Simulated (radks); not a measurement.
The numbers below are computed, except where a source is named.
The bromine ion Br12+, configuration [Ar] 3d3 4s2 (not the ground configuration).

Code: a radial shooting solver on a logarithmic mesh with Libxc functionals. Model: scalar-relativistic Kohn-Sham, PBE, spin-polarised, spherical densities, point nucleus; open shells are filled with parallel spins first.

Energy parts (eV):
part                       energy
total                  -68916.002
kinetic                 70476.589
electron-nucleus      -157749.342
Hartree                 20515.130
exchange-correlation    -2158.379

Orbitals (lengths in bohr, moments of r in powers of bohr; r(90%) holds 90 % of the orbital's charge):
| orbital | occ. | eigenvalue (eV) | r(90%) | <r^4> |
|---|---|---|---|---|
| 1s up | 1 | -13703.23 | 0.0765 | 0.00001562 |
| 1s down | 1 | -13703.21 | 0.0765 | 0.00001562 |
| 2s up | 1 | -2125.731 | 0.292 | 0.003052 |
| 2s down | 1 | -2120.834 | 0.292 | 0.003033 |
| 2p up | 3 | -1921.259 | 0.269 | 0.002210 |
| 2p down | 3 | -1917.607 | 0.268 | 0.002192 |
| 3s up | 1 | -575.0080 | 0.748 | 0.1330 |
| 3s down | 1 | -568.2724 | 0.751 | 0.1353 |
| 3p up | 3 | -509.5079 | 0.760 | 0.1401 |
| 3p down | 3 | -502.6810 | 0.764 | 0.1432 |
| 3d up | 3 | -407.0460 | 0.746 | 0.1283 |
| 3d down | 0 | -399.2698 | 0.753 | 0.1335 |
| 4s up | 1 | -238.1004 | 1.56 | 2.582 |
| 4s down | 1 | -236.5324 | 1.57 | 2.642 |
| 4p up | 0 | -215.3657 | 1.63 | 3.054 |
| 4p down | 0 | -213.8835 | 1.64 | 3.132 |
| 5s up | 0 | -129.9485 | 2.69 | 23.56 |
| 5s down | 0 | -129.3769 | 2.70 | 23.96 |

The highest occupied level is 4s down at -236.53 eV. The configuration is held as typed, so some empty levels lie below it. Spin moment in Bohr magnetons: 3. The density falls to 0.001 e/bohr^3 at r = 2.16 bohr. Summed over all electrons, <r^2> = 6.221 bohr^2, which gives a Langevin (diamagnetic) susceptibility term of -4.93 x 10^-6 cm^3/mol.
